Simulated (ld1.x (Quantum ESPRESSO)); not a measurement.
**terbium (Tb): from the effect back to the setting (TM)**

Base potential:

```json
{"Element": "terbium", "Generator": "ld1.x (Quantum ESPRESSO) 7.5", "Type": "norm-conserving Troullier–Martins (Kleinman–Bylander form)", "Functional": "LDA (PZ)", "Relativity": "scalar-relativistic", "Frozen core": "[Kr] 4d10 4f8", "Valence charge": "11", "Reference configuration": "5s2 5p6 5d1 6s1.75 6p0 (charge +0.25)", "Partial waves": "5p (bound): rc 2.15 bohr; 5d (bound): rc 3.10 bohr; 5s (bound): rc 1.70 bohr", "Local potential": "the s channel", "Core correction": "none"}
```

Occupied shells without a wave of their own: 6s. They enter only through the test configuration that unscreens the potential.

Cutoffs, loose and tight: the cutoffs (Ry, on a coarse ladder) from which the occupation-weighted sum of valence levels, in a spherical-Bessel basis at the reference potential, stays within 10 and 1 mRy of its value at 400 Ry. They do not see the model core or the augmentation charge, which bear on the density cutoff. Test errors are all-electron minus pseudo excitation energies from the reference, over the configurations 5s2 5p6 5d1 6s2 6p0; 5s2 5p6 5d1 6s1 6p0; 5s2 5p6 5d1 6s0 6p0; 5s1 5p6 5d1 6s2 6p0; 5s2 5p6 5d0 6s2 6p1; 5s2 5p5 5d1 6s2 6p0; 5s2 5p6 5d2 6s1 6p0 (two spin-polarised tests are not counted in the largest error); variants that change the core or the reference have their own tests. The largest error is taken over the tests solved by every variant that gives reliable tests at all, those not shown here included: 5s1 5p6 5d1 6s2 6p0; 5s2 5p5 5d1 6s2 6p0; 5s2 5p6 5d0 6s2 6p1; 5s2 5p6 5d1 6s0 6p0; 5s2 5p6 5d1 6s1 6p0.

Only the scale of all radii (base = 1) is moved (1 further runs of the sweep failed or gave no value and are left out):

```
scale of all radii (base = 1)  cutoff, loose  cutoff, tight  bound ghosts  largest test error (meV)
                         0.76          70 Ry         140 Ry          none                      -237
                         0.86          70 Ry         120 Ry          none                      -220
                          0.9          60 Ry         110 Ry          none                      -326
                            1          50 Ry          90 Ry          none                      -741
                         1.15          35 Ry          50 Ry          none                     -2274
                         1.25          25 Ry          45 Ry          none                     -3651
                         1.29          21 Ry          40 Ry          none                     -4776
```

Task: One more run gave cutoff, loose: 45 Ry; cutoff, tight: 70 Ry; bound ghosts: none; largest test error (meV): -1100. Which value of the scale of all radii (base = 1) was used?

Result: 1.05. The tight cutoff moves one way along this sweep, from 140 Ry at 0.76 to 40 Ry at 1.29, which places the run between 1 and 1.15.
